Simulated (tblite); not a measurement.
Compound: C10H11P.
Atom-mapped SMILES: `[CH2:1]=[CH:2][c:3]1[cH:4][cH:5][p:6][c:7]([CH:8]=[CH2:9])[c:10]1[CH3:11]` (hydrogens: H12, H13 on C1; H14 on C2; H15 on C4; H16 on C5; H17 on C8; H18, H19 on C9; H20, H21, H22 on C11)

Computed with GFN2-xTB (tblite), gas phase: L-BFGS steps from a force-field or distance-geometry start until the largest atomic force falls under 0.01 eV/Å.

Geometry at step 1:
```
atom  x, y, z in Å
C1     -3.4816   -0.5012   -0.1647
C2     -2.1708   -0.8127   -0.0058
C3     -1.0769    0.1178   -0.1141
C4     -1.3663    1.4611   -0.4317
C5     -0.4322    2.4489   -0.5632
P6      1.2418    2.0497   -0.3593
C7      1.3536    0.3309    0.0206
C8      2.7234   -0.1572    0.2340
C9      3.7432    0.6682    0.1301
C10     0.2055   -0.4137    0.1012
C11     0.2901   -1.8638    0.4361
H12    -3.8586    0.4694   -0.3971
H13    -4.1920   -1.2831   -0.0399
H14    -2.0014   -1.8531    0.2312
H15    -2.3896    1.7326   -0.5591
H16    -0.7449    3.4743   -0.8025
H17     2.9739   -1.1854    0.4718
H18     3.5714    1.7184   -0.1094
H19     4.7530    0.3067    0.2889
H20     1.3054   -2.1823    0.6845
H21    -0.1490   -2.4472   -0.3837
H22    -0.3085   -2.0589    1.3312
```

Q: Give the atomic forces at this geometry.

A: 
```
atom  Fx (eV/Å)  Fy (eV/Å)  Fz (eV/Å)
  C1      1.442     -0.481      0.223
  C2     -2.271      0.332     -0.184
  C3     -0.197      0.233     -0.157
  C4      0.145     -0.637      0.228
  C5      0.229     -0.381      0.070
  P6      0.715      1.158     -0.191
  C7      0.218      0.741     -0.118
  C8     -0.484     -0.097     -0.054
  C9      0.877      0.516     -0.021
 C10     -0.175     -0.332      0.070
 C11     -0.069     -0.568      0.414
 H12     -0.113      0.177     -0.047
 H13     -0.465     -0.209     -0.015
 H14      0.123      0.266     -0.064
 H15     -0.459      0.040     -0.068
 H16      0.379     -0.534      0.137
 H17     -0.531      0.019     -0.045
 H18      0.438     -0.404      0.118
 H19     -0.139      0.291     -0.083
 H20     -0.284     -0.008     -0.394
 H21      0.520     -0.068      0.201
 H22      0.099     -0.053     -0.018
```

The largest, 2.30 eV/Å, acts on C2; the rms over all components is 0.481 eV/Å. The forces sum to zero within rounding, as they must for an isolated molecule in no field.

Q: Give the force on C2 in Eh/bohr and in nN.

A: 2.303 eV/Å ÷ 51.422 = 0.04478 Eh/bohr, and 2.303 eV/Å × 1.602 = 3.69 nN.

Q: How far is this geometry from the end of the optimisation?

A: 0.533 eV above it, and 0.519 Å rms away after alignment. The bonds farthest from their final lengths, with half the difference of the two atoms' forces along the bond (positive lengthens):

```tsv
bond	now (Å)	final (Å)	force along bond (eV/Å)
C1=C2	1.357	1.326	-1.91
C2–C3	1.440	1.467	+0.75
C7–C10	1.371	1.395	+0.46
C4–H15	1.066	1.083	+0.39
C10–C11	1.491	1.507	+0.16
C3–C4	1.410	1.395	-0.49
```

The angle farthest from its final value is C7–C8–H17, 124.2° against 116.4°.

Of the 6 listed bonds off by 0.010 Å or more, this force points towards the final length in 6.

What follows is the cost of the whole relaxation. On one thread of an Arm Neoverse V2, no GPU, shared host, this took 1.1 s.
